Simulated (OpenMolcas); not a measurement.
## Re5+ in a point-charge field

Re5+ among 6 point charges of -1 e arranged as a trigonal antiprism (D3d), 2.15 Å from the ion, with a polar angle of 47.1° against the regular 54.74°.
```
   0.0000    1.5743    1.4643  -1.00
  -1.3634   -0.7871    1.4643  -1.00
   1.3634   -0.7871    1.4643  -1.00
   0.0000   -1.5743   -1.4643  -1.00
   1.3634    0.7871   -1.4643  -1.00
  -1.3634    0.7871   -1.4643  -1.00
```

```
Program             : OpenMolcas 26.06
Method              : SS-CASPT2, IPEA 0.25 Eh, imaginary shift 0.1 Eh (closed shells correlated: 5s 5p)
Basis               : ANO-RCC-VDZP [7s6p4d2f1g]
Scalar Hamiltonian  : DKH2, point nucleus
Active space        : 2 electrons in 5 orbitals (5d)
State averaging     : 2S+1 = 3 even, 10 roots; 2S+1 = 1 even, 15 roots
Spin-orbit coupling : RASSI with atomic mean-field integrals over the reference wave functions
```

The lowest spin-free states (labels of D3, the rotations of D3d), above the lowest:

```tsv
State	Degeneracy	E (cm-1)	Free-ion L (%)
3A2	1	0	F (92)
3E	2	770	F (100)
3A1	1	2600	F (100)
3E	2	4040	F (98)
3A2	1	6410	F (84)
1A1	1	8850	D (96)
1E	2	10440	D (54)
1E	2	12690	D (80)
3A2	1	13550	P (76)
1E	2	14820	G (58)
3E	2	16980	P (97)
1A1	1	18500	G (97)
1A2	1	18900	G (100)
1A1	1	22540	G (98)
1E	2	22950	G (98)
1E	2	23720	G (79)
1A1	1	43570	S (96)
```

The lowest levels with spin-orbit coupling:

```
E (cm-1)  Degeneracy  Label      2S+1               g
       0           2      E         3  0.00 0.00 1.14
     640           1     A1  3 (83 %)                
     730           2      E  3 (89 %)  0.00 0.00 0.54
    9270           1     A2         3                
    9290           2      E         3  0.00 0.00 2.20
    9610           1     A1         3                
   10410           2      E         3  0.00 0.00 1.13
   11280           1     A2         3                
   14160           1     A1  3 (89 %)                
   15770           2      E  3 (83 %)  0.00 0.00 5.23
   16190           2      E  3 (59 %)  0.00 0.00 5.05
   16210           1     A2  3 (89 %)                
   17040           1     A1  3 (81 %)                
   17250           2      E  3 (80 %)  0.00 0.00 4.13
   18410           1     A1  3 (73 %)                
   20940           1     A1  3 (68 %)                
   20960           2      E  3 (57 %)  0.00 0.00 2.13
   21310           2      E  3 (69 %)  0.00 0.00 0.58
   22800           2      E  3 (85 %)  0.00 0.00 2.93
   24330           1     A2         3
```

Powder χT (cm3 K/mol): 0.0419 at 2 K, 0.046 at 10 K, 0.0665 at 50 K, 0.0921 at 100 K, 0.144 at 200 K, 0.192 at 300 K. The effective moment at 300 K is 2.828 √(χT) = 1.24 μB.

The lowest level has 2S+1 = 3, for which the spin-only value is χT = S(S+1) / 2 = 1.000 cm3 K/mol (g = 2). The computed 0.192 at 300 K differs by -0.808, through orbital momentum, spin-orbit coupling and any other state in reach.

Roots that are degenerate in the reference are averaged as groups; the widest CASPT2 spread within a group is 68 cm-1 (the 2-fold group of multiplicity 3 near 17000 cm-1 above the lowest state of its run). Shifts and gaps below about the spread of the groups concerned are not significant. Spin-orbit coupling mixes the spin-free states strongly: the lowest level takes only 35 % from its leading state, 3E, which lies 766 cm-1 above the lowest spin-free state. Free-ion shares, where given, are those of the reference states; single-state CASPT2 does not remix them. This is an electrostatic model: the charges have no orbitals. No measured value stands beside these numbers.

With an even number of electrons the g values are those of a degenerate or nearly degenerate non-Kramers pair.
